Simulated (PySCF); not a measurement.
Si5H10.
SMILES with atom numbers: `[SiH2:1]1[SiH2:2][SiH2:3][SiH2:4][SiH2:5]1` (hydrogens: H6, H7 on Si1; H8, H9 on Si2; H10, H11 on Si3; H12, H13 on Si4; H14, H15 on Si5)

Level: PBE0/def2-SVPD in PySCF, non-relativistic, on one gas-phase PBE0-D3(BJ)/def2-SVP geometry that isn't relaxed in the solvent. The solvent is an IEF-PCM continuum (van der Waals radii × 1.2), and excitations are vertical TDDFT with non-equilibrium linear response and a frozen core. Specific hydrogen bonds and non-electrostatic terms are outside this model.

Gas-phase singlets (H = HOMO, L = LUMO):

| state | E (eV) | λ (nm) | f | leading configuration |
| --- | --- | --- | --- | --- |
| S1 | 5.113 | 242 | 0.000 | H→L 99% |
| S2 | 5.115 | 242 | 0.000 | H-1→L 99% |
| S3 | 5.768 | 215 | 0.000 | H-2→L 98% |
| S4 | 5.770 | 215 | 0.000 | H-3→L 98% |
| S5 | 6.232 | 199 | 0.000 | H→L+1 93% |

Question: What are the lowest 5 singlets in chloroform (ε = 4.711)?

Answer: 
| state | E (eV) | λ (nm) | f | leading configuration | change by rank (eV) |
| --- | --- | --- | --- | --- | --- |
| S1 | 5.153 | 241 | 0.000 | H→L 99% | +0.040 |
| S2 | 5.155 | 241 | 0.000 | H-1→L 99% | +0.040 |
| S3 | 5.795 | 214 | 0.000 | H-2→L 98% | +0.027 |
| S4 | 5.796 | 214 | 0.000 | H-3→L 98% | +0.026 |
| S5 | 6.252 | 198 | 0.000 | H→L+1 92% | +0.020 |

Question: How does the list change in acetone (ε = 20.49)?

Answer: 
```csv
state,E (eV),λ (nm),f,leading configuration,change by rank (eV)
S1,5.177,239,0.000,H→L 99%,+0.064
S2,5.179,239,0.000,H-1→L 99%,+0.064
S3,5.821,213,0.000,H-2→L 98%,+0.053
S4,5.822,213,0.000,H-3→L 98%,+0.052
S5,6.267,198,0.000,H→L+1 91%,+0.035
```

Question: How do the frontier levels move from gas to acetone?

Answer: 
| orbital | gas (eV) | solvent (eV) | change (eV) |
| --- | --- | --- | --- |
| LUMO+2 | -0.37 | -0.22 | +0.15 |
| LUMO+1 | -0.58 | -0.39 | +0.19 |
| LUMO | -1.44 | -1.22 | +0.22 |
| HOMO | -7.82 | -7.67 | +0.15 |
| HOMO-1 | -7.82 | -7.67 | +0.15 |
| HOMO-2 | -8.30 | -8.15 | +0.15 |
| HOMO-3 | -8.30 | -8.15 | +0.15 |

The HOMO–LUMO gap goes from 6.38 to 6.44 eV.
